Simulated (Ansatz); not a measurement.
Input file for Ansatz (an electronic-structure program): U-B3LYP/cc-pV(T+d)Z on AlF2H (SMILES [F][AlH][F]), a point of a bond scan (R = 4.971 Å). Files ending in .json are basis or fitting sets from the Basis Set Exchange.

Ansatz 0.2 input:
```yaml
crystal:
  periodic: [false, false, false]
  atoms:
    - {symbol: Al, position_ang: [-0.29735585, -0.20000769, -0.23453486]}
    - {symbol: H, position_ang: [-3.74874737, -2.52148494, -2.95676692]}
    - {symbol: F, position_ang: [-0.21997505, 1.44163617, -0.18460638]}
    - {symbol: F, position_ang: [0.80236859, -1.04990625, 0.64396034]}
basis:
  gaussian:
    orbitals: cc-pV_T+d_Z.json
hamiltonian:
  xc: {name: B3LYP}
magnetization: {spin_polarized: true, initial_magnetization: 0}
```

Output:

```
WARN ansatz: RAYON_NUM_THREADS=1 ignored (pool sized by the plan → 1); use --threads N
Functional definition: B3LYP
integrals: 0.03 GiB planned
663 factors; their error is unknown
mean field: 0.37 GiB planned
mean field evaluation 1: about -12038.3616 eV, gradient 4.1e1 eV
mean field evaluation 2: about -12019.4756 eV, gradient 8.2e1 eV
mean field evaluation 4: about -12040.7196 eV, gradient 2.2e1 eV
mean field evaluation 8: about -12042.8634 eV, gradient 1.4e1 eV
mean field evaluation 16: about -12049.3411 eV, gradient 2.4e0 eV
mean field evaluation 32: about -12050.2568 eV, gradient 6.2e-2 eV
mean field -12050.25683988 eV, -442.8387709083 hartree, gradient 2.1e-5 eV, S^2 0.998406; 2 other end points of the search recorded, 0 dependent functions left out
reference -12050.25710013 eV, -442.8387804721 hartree; 16, 16 occupied and 97, 97 virtual orbitals, 663 factors
Total energy: -12050.25710013 eV, -442.8387804721 hartree
```

Self-consistency was reached. Its determinant has ⟨S²⟩ = 1.00, a mixture of spin states.

Cost: around 6 core-seconds (rough).
